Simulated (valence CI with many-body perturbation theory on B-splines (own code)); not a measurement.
Re LXX: E2, E3, M1, M2 decay

Level of theory: valence CI with perturbative core correlation (CI+MBPT): four valence electrons over a frozen Dirac-Fock core [He], a basis of 11 s, 11 p, 9 d, 7 f, 5 g, 2 h, 1 i functions for each j, with the one-electron correlation potential Σ1, the two-electron term Σ2, the three-electron term Σ3, Breit, model QED; selected CI, second order for the rest (own B-spline code, finite nucleus).

No measured spectrum was set against this ion. As an estimate, large intervals hold to a few tenths of a per cent, small ones and those within an open d or f shell to about a per cent. Among the levels kept, up to 280 cm⁻¹ of a level comes from second order outside the variational space, and about a tenth of that is noise between levels of different J, which matters for small intervals.

Lines 1 to 50 of 57 in falling wavelength, among levels below 107670 × 10³ cm⁻¹, chosen from the decays that carry over 1 % of a level's rate. Wavelengths and rates use the calculated energies. Electric multipoles are in the length gauge, E1 and E2 with the static RPA response of the core. S is in atomic units (e²a₀⁴ for E2 and M2, e²a₀⁶ for E3), for M1 in squared Bohr magnetons. Weak lines are less certain than strong ones. Lines between different terms over intervals too small for the method are left out, as are lines whose strength nearly cancels. The highest levels of a list are the least certain.

Levels are named by their leading jj configuration (3d3/2^4 stands for four electrons in 3d with j = 3/2), which in mixed levels can hold well under half, so a name can repeat and another be missing. Letters in brackets count levels of one name in rising energy.

```tsv
λ vac (Å)	Upper	Lower	Type	A (s⁻¹)	S (a.u.)
8.253	(2s^2 2p1/2 2p3/2) J=1	(2s^2 2p1/2^2) J=0	M1	2.07e+10	1.30e+00
8.154	(2s^2 2p1/2 2p3/2) J=2	(2s^2 2p1/2^2) J=0	E2	1.16e+08	1.86e-05
8.117	(2s^2 2p3/2^2) J=2	(2s^2 2p1/2 2p3/2) J=2	M1	1.62e+10	1.61e+00
8.109	(2s^2 2p3/2 3d5/2) J=4	(2s^2 2p1/2 3d5/2) J=3	M1	1.56e+10	2.78e+00
8.022	(2s^2 2p3/2^2) J=2	(2s^2 2p1/2 2p3/2) J=1	M1	1.61e+10	1.54e+00
7.702	(2s^2 2p3/2^2) J=0	(2s^2 2p1/2 2p3/2) J=1	M1	3.56e+10	6.02e-01
1.344	(2s 2p1/2^2 3p1/2) J=0	(2s 2p1/2^2 2p3/2) J=1	M1	6.43e+10	5.79e-03
1.334	(2s^2 2p3/2 3p1/2) J=2	(2s^2 2p3/2^2) J=0	E2	6.04e+11	1.14e-05
1.331	(2s^2 2p1/2 3p1/2) J=1	(2s^2 2p1/2 2p3/2) J=2	E2	1.60e+12	1.79e-05
1.331	(2s^2 2p1/2 3p1/2) J=1	(2s^2 2p1/2 2p3/2) J=2	M1	5.47e+10	1.43e-02
1.331	(2s 2p1/2^2 3p1/2) J=0	(2s 2p1/2^2 2p3/2) J=2	E2	3.16e+12	1.18e-05
1.329	(2s^2 2p1/2 3p1/2) J=1	(2s^2 2p1/2 2p3/2) J=1	E2	1.59e+12	1.77e-05
1.325	(2s^2 2p3/2 3p1/2) J=1	(2s^2 2p3/2^2) J=2	E2	1.62e+12	1.77e-05
1.325	(2s^2 2p3/2 3p1/2) J=2	(2s^2 2p3/2^2) J=2	E2	2.22e+12	4.06e-05
1.324	(2s^2 2p1/2 3p1/2) J=0	(2s^2 2p1/2 2p3/2) J=2	E2	3.14e+12	1.14e-05
1.291	(2s^2 2p3/2 3d5/2) J=4	(2s 2p1/2 2p3/2^2) J=2 [b]	E2	7.40e+09	2.13e-07
1.284	(2s 2p1/2 2p3/2 3p3/2) J=4	(2s 2p1/2 2p3/2^2) J=2 [b]	E2	1.13e+11	3.18e-06
1.278	(2s^2 2p3/2 3d5/2) J=4	(2s 2p1/2 2p3/2^2) J=3	E2	5.26e+10	1.44e-06
1.271	(2s 2p1/2 2p3/2 3p3/2) J=4	(2s 2p1/2 2p3/2^2) J=3	E2	9.53e+11	2.55e-05
1.271	(2s 2p1/2 2p3/2 3p3/2) J=0 [b]	(2s 2p1/2 2p3/2^2) J=2 [b]	E2	1.75e+12	5.19e-06
1.271	(2s 2p1/2 2p3/2 3p3/2) J=3 [a]	(2s 2p1/2 2p3/2^2) J=2 [a]	E2	9.76e+11	2.03e-05
1.271	(2s^2 2p3/2 3p3/2) J=2	(2s^2 2p3/2^2) J=0	E2	6.43e+11	9.52e-06
1.270	(2s 2p1/2 2p3/2 3p3/2) J=1 [d]	(2s 2p1/2 2p3/2^2) J=2 [b]	E2	9.99e+11	8.84e-06
1.269	(2s 2p1/2 2p3/2 3p3/2) J=1 [d]	(2s 2p1/2 2p3/2^2) J=1 [a]	E2	8.78e+11	7.73e-06
1.268	(2s 2p1/2^2 3p3/2) J=2	(2s 2p1/2^2 2p3/2) J=2	E2	1.08e+12	1.59e-05
1.268	(2s^2 2p1/2 3p3/2) J=2	(2s^2 2p1/2 2p3/2) J=2	E2	1.10e+12	1.61e-05
1.268	(2s^2 2p1/2 3p3/2) J=1	(2s^2 2p1/2 2p3/2) J=2	E2	7.95e+11	6.97e-06
1.267	(2s^2 2p3/2 3p3/2) J=3	(2s^2 2p3/2^2) J=2	E2	1.25e+12	2.54e-05
1.267	(2s^2 2p3/2 3p3/2) J=1	(2s^2 2p3/2^2) J=2	E2	1.26e+12	1.10e-05
1.266	(2s 2p1/2 2p3/2 3p3/2) J=4	(2s 2p1/2 2p3/2^2) J=2 [a]	E2	6.16e+10	1.61e-06
1.265	(2s^2 2p1/2 3p3/2) J=2	(2s^2 2p1/2 2p3/2) J=1	E2	4.81e+11	6.96e-06
1.265	(2s^2 2p1/2 3p3/2) J=1	(2s^2 2p1/2 2p3/2) J=1	E2	7.92e+11	6.88e-06
1.259	(2s^2 2p3/2 3p3/2) J=0	(2s^2 2p3/2^2) J=2	E2	3.23e+12	9.12e-06
1.257	(2s 2p1/2 2p3/2 3p3/2) J=1 [d]	(2s 2p1/2 2p3/2^2) J=3	E2	5.71e+11	4.81e-06
1.253	(2s 2p1/2 2p3/2 3p3/2) J=0 [b]	(2s 2p1/2 2p3/2^2) J=2 [a]	E2	4.33e+11	1.19e-06
1.247	(2s 2p1/2 2p3/2 3d5/2) J=5	(2s 2p1/2 2p3/2^2) J=3	M2	8.86e+10	2.62e-06
1.247	(2s 2p1/2 2p3/2 3d5/2) J=5	(2s 2p1/2 2p3/2^2) J=3	E3	4.95e+09	8.11e-07
1.242	(2s^2 2p3/2 3d5/2) J=4	(2s^2 2p3/2^2) J=2	M2	8.30e+10	1.97e-06
1.242	(2s^2 2p3/2 3d5/2) J=4	(2s^2 2p3/2^2) J=2	E3	6.17e+09	8.04e-07
1.100	(2s 2p1/2 2p3/2 3p3/2) J=4	(2s 2p1/2^2 2p3/2) J=2	E2	1.73e+12	2.25e-05
1.098	(2s 2p1/2 2p3/2 3p3/2) J=1 [d]	(2s 2p1/2^2 2p3/2) J=1	E2	9.41e+11	4.03e-06
1.097	(2s^2 2p1/2 3p3/2) J=2	(2s^2 2p1/2^2) J=0	E2	1.57e+12	1.11e-05
1.096	(2s^2 2p3/2 3p3/2) J=3	(2s^2 2p1/2 2p3/2) J=2	E2	8.06e+11	7.95e-06
1.096	(2s^2 2p3/2 3p3/2) J=1	(2s^2 2p1/2 2p3/2) J=2	E2	1.69e+12	7.16e-06
1.094	(2s^2 2p3/2 3p3/2) J=3	(2s^2 2p1/2 2p3/2) J=1	E2	1.17e+12	1.15e-05
1.094	(2s^2 2p3/2 3p3/2) J=1	(2s^2 2p1/2 2p3/2) J=1	E2	1.96e+11	8.20e-07
1.093	(2s^2 2p3/2 3p3/2) J=2	(2s^2 2p1/2 2p3/2) J=2	E2	1.37e+12	9.51e-06
1.091	(2s^2 2p3/2 3p3/2) J=2	(2s^2 2p1/2 2p3/2) J=1	E2	5.92e+11	4.08e-06
1.090	(2s^2 2p3/2 3p3/2) J=0	(2s^2 2p1/2 2p3/2) J=2	E2	1.93e+12	2.65e-06
1.082	(2s 2p1/2 2p3/2 3d5/2) J=5	(2s 2p1/2^2 2p3/2) J=2	E3	1.34e+10	8.14e-07
```
